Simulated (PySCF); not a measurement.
Computed structure and properties of [TlI2]+

System: [TlI2]+ (singlet); start: template (D∞h). Method: PySCF 2.14.0, RKS TPSS, Tl def2-SVP with ECP60, I def2-SVP with ECP28; non-relativistic Hamiltonian with scalar-relativistic core potentials where named; density fitting; no spin-orbit coupling.

Input of the relaxation:

```python
mol = gto.M(atom='''
Tl     0.00000     0.00000     0.00000
I      0.00000     0.00000     2.74350
I      0.00000     0.00000    -2.74350''',
    basis={'Tl': 'def2-SVP', 'I': 'def2-SVP'},
    ecp={'Tl': 'def2-SVP', 'I': 'def2-SVP'},
    charge=1, spin=0)
mf = dft.RKS(mol, xc='TPSS')
mf.grids.atom_grid = (50, 194)
mf = mf.density_fit()  # fitting sets: Tl def2-universal-JKFIT, I def2-universal-JKFIT
mf.conv_tol = 1e-08; mf.max_cycle = 55
mf.kernel(dm0)  # dm0: converged density of the start geometry
# quasi-Newton relaxation in Cartesian coordinates to a largest gradient under 0.00045 Eh/bohr, steps kept in the point group
```

Run from Python with OMP_NUM_THREADS=2; the lines above give its settings. Where DIIS fails, smearing, a level shift and second-order steps follow.
It took 22 s on 2 threads of Arm Neoverse N1 (shared host), from the converged density of the start.

Course of the relaxation:

| step | energy above end (eV) | largest force component within the symmetry (eV/Å) |
| --- | --- | --- |
| 0 | 0.0738 | 0.708 |
| 1 | 0.0193 | 0.393 |
| 2 | 0.0016 | 0.128 |
| 3 | 0.0000 | 0.013 |
| 4 | 0.0000 | 0.000 |

Relaxed geometry (D∞h):

```xyz
3

Tl    0.0000    0.0000    0.0000
I     0.0000    0.0000    2.6503
I     0.0000    0.0000   -2.6503
```

```csv
contact,Å
Tl1–I2 (I),2.650
Tl1–I3 (I),2.650
```

On the finer grid (75, 302):

* HOMO: -11.82 eV
* LUMO: -9.91 eV
* Dipole about the centre of mass: 0.00 D
* Set of Mulliken populations of Tl1 outside the core potential: s 3.55, p 6.79, d 10.08
* D3(BJ) dispersion energy (not in the energies): -0.123 eV

```csv
atom,Mulliken (e),Löwdin (e),spin (e)
Tl1,0.58,0.27,0.00
I2,0.21,0.37,0.00
I3,0.21,0.37,0.00
```

No frequency check is given here. The steps kept the symmetry D∞h of the start, so a lower state may lie off it.

Taking off one I (charge -1, singlet; the rest: singlet) in vacuum, both parts rigid, costs 17.65 eV; the small basis without counterpoise inflates it. Most of it is the attraction of opposite charges; other ways to part are cheaper, and one spin state was tried for the rest.

Rigid scan of I along the line from its metal, all other atoms held (where the atom bridges, its other bond changes as well):

```csv
distance to I2 (Å),energy (eV)
2.35,0.719
2.45,0.273
2.55,0.060
2.65,0.000
2.75,0.046
2.85,0.157
3.05,0.483
3.35,1.027
```

One start shape was tried, so this needn't be the lowest isomer.
